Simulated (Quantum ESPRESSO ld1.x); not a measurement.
Q: Coherent X-ray form factor from a spherical all-electron density. All-electron calculation, non-relativistic Kohn-Sham, LDA (Slater exchange, VWN5 correlation), spin-polarised, spherical densities, point nucleus. Program: ld1.x of Quantum ESPRESSO 7.5.

sin(theta)/lambda (1/angstrom)  f0 (electrons)
0.05                                    45.834
0.1                                     45.343
0.15                                    44.545
0.2                                     43.467
0.25                                    42.148
0.3                                     40.629
0.4                                     37.189
0.5                                     33.525
0.6                                     29.966
0.8                                     23.988
1                                       19.897
1.25                                    16.733
1.5                                     14.534
2                                       10.743

The species is in the configuration that NIST lists as its ground one. Which atom or ion scatters so?

A: The samarium ion Sm16+, [Kr] 4d10. Extrapolating in s^2 from the first two rows gives f0(0) = 46.0, near the electron count 46; among species with that count, the fall with angle is slower the higher Z, and the table is that of Z = 62; from so few rows the species is fixed only to a neighbour or two.
